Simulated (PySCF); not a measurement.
Isomers of C7H7N. Method used: PBE0-D3(BJ)/def2-SVP geometry optimisation, gas phase (PySCF). Energies are electronic, without zero-point or thermal terms, for one conformer each. No frequencies were run at this level. Point groups hold within 0.08 Å.

Question: Rank from lowest to highest electronic energy at this level (kcal/mol).
A. `[H]/[N:1]=[CH:2]\[c:3]1[cH:4][cH:5][cH:6][cH:7][cH:8]1` with N1–C2–C3–C4 0°
B. `N#C[C@]12C[C@@H]3[C@H](C1)[C@@H]32`
C. `[CH2:1]=[CH:2][c:3]1[cH:4][cH:5][n:6][cH:7][cH:8]1` with C1–C2–C3–C4 0°

Answer: A (0.0), C (6.5), B (54.9).

As drawn, the lowest has an aromatic ring, a C=N bond and an N–H bond, which the highest lacks; the highest has a three-membered ring, a four-membered ring and a C≡N group, which the lowest lacks.

| SMILES | E (Eh) | E rel (kcal/mol) | dipole (D) | point group | A, B, C (MHz) |
| --- | --- | --- | --- | --- | --- |
| [H]/N=C\c1ccccc1 | -325.08433 | 0.0 | 2.86 | Cs | 5213, 1552, 1196 |
| C=Cc1ccncc1 | -325.07402 | 6.5 | 2.44 | Cs | 5460, 1545, 1204 |
| N#C[C@]12C[C@@H]3[C@H](C1)[C@@H]32 | -324.99679 | 54.9 | 4.20 | Cs | 4852, 1797, 1635 |
